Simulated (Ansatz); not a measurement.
A nudged elastic band was laid between two geometries of AlAsF$_{2}$H$_{4}$ (8 atoms, charge 0, multiplicity 1).

These are results of Ansatz 0.2.0, RKS B3LYP-D4/def2-SVP, not measurements.

| Property | Result |
| --- | --- |
| movable images | 7 |
| climbing image | yes |
| spring | 5.0 eV/Å² |
| optimiser | quadratic models (default) |
| start path | through a guess of the saddle point |
| force threshold | 0.05 eV/Å |
| iteration limit | 60 |
| end points | relaxed |

Initial state:

```xyz
8
Properties=species:S:1:pos:R:3
Al -0.830 -1.161 -0.583
H -2.189 -0.555 -1.089
F 0.363 -1.555 -1.691
F -0.791 -2.009 0.861
H 0.026 1.733 1.572
As 0.540 0.915 0.407
H 0.990 2.068 -0.465
H 1.891 0.563 0.989
```

Final state:

```xyz
8
Properties=species:S:1:pos:R:3
Al -0.011 -0.668 -0.110
H -2.247 0.038 -0.419
F -0.412 -0.982 -1.697
F -0.316 -1.863 1.006
H -2.224 0.162 0.334
As 1.133 1.352 0.562
H 1.801 1.455 -0.810
H 2.275 0.507 1.134
```

**Question.** Which bonds break or form, and what moves?

**Answer.** Bonds broken: Al1–H2, H5–As6. Bonds formed: H2–H5. AlAsF2H4 becomes AlAsF2H2 + H2.

**Question.** What energy profile does the band end with?

**Answer.** The forces met the threshold. The highest image is number 4 of 0 to 8, 38.0 kcal/mol above the first end and 35.8 kcal/mol above the last; the last end lies 2.2 kcal/mol above the first. Neighbouring images differ by up to 1.2 eV, so the band resolves the path poorly. A vibrational analysis at the climbing image gives one clearly imaginary mode, 1159i cm⁻¹: a first-order saddle point. The orbitals stay closed-shell, which can raise the energy where a bond breaks towards radicals; this wasn't checked here.

```json
{"image": "0", "path coordinate (Å)": "0.00", "energy (kcal/mol)": "0.0", "Al1–H2 (Å)": "1.57", "H5–As6 (Å)": "1.51", "H2–H5 (Å)": "4.15"}
{"image": "1", "path coordinate (Å)": "0.87", "energy (kcal/mol)": "0.3", "Al1–H2 (Å)": "1.57", "H5–As6 (Å)": "1.51", "H2–H5 (Å)": "3.87"}
{"image": "2", "path coordinate (Å)": "1.74", "energy (kcal/mol)": "1.4", "Al1–H2 (Å)": "1.57", "H5–As6 (Å)": "1.51", "H2–H5 (Å)": "3.23"}
{"image": "3", "path coordinate (Å)": "2.61", "energy (kcal/mol)": "9.9", "Al1–H2 (Å)": "1.58", "H5–As6 (Å)": "1.52", "H2–H5 (Å)": "2.16"}
{"image": "4", "path coordinate (Å)": "3.48", "energy (kcal/mol)": "38.0", "Al1–H2 (Å)": "1.73", "H5–As6 (Å)": "1.78", "H2–H5 (Å)": "1.12"}
{"image": "5", "path coordinate (Å)": "4.09", "energy (kcal/mol)": "20.0", "Al1–H2 (Å)": "2.05", "H5–As6 (Å)": "2.16", "H2–H5 (Å)": "0.80"}
{"image": "6", "path coordinate (Å)": "4.71", "energy (kcal/mol)": "7.2", "Al1–H2 (Å)": "2.30", "H5–As6 (Å)": "2.57", "H2–H5 (Å)": "0.77"}
{"image": "7", "path coordinate (Å)": "5.32", "energy (kcal/mol)": "3.1", "Al1–H2 (Å)": "2.38", "H5–As6 (Å)": "3.06", "H2–H5 (Å)": "0.76"}
{"image": "8", "path coordinate (Å)": "5.94", "energy (kcal/mol)": "2.2", "Al1–H2 (Å)": "2.36", "H5–As6 (Å)": "3.57", "H2–H5 (Å)": "0.76"}
```

**Question.** What is the geometry of the highest image?

**Answer.** 
```xyz
8
Properties=species:S:1:pos:R:3
Al -0.507 -1.056 -0.366
H -1.714 0.148 -0.064
F -0.419 -1.428 -1.985
F -0.571 -2.239 0.804
H -0.934 0.888 0.266
As 0.847 0.908 0.346
H 1.635 1.763 -0.614
H 1.662 1.015 1.611
```

The run took 5.9 min on 2 threads of Intel(R) Xeon(R) Platinum 8488C (Sapphire Rapids), on a shared host, peak memory 0.25 GiB.
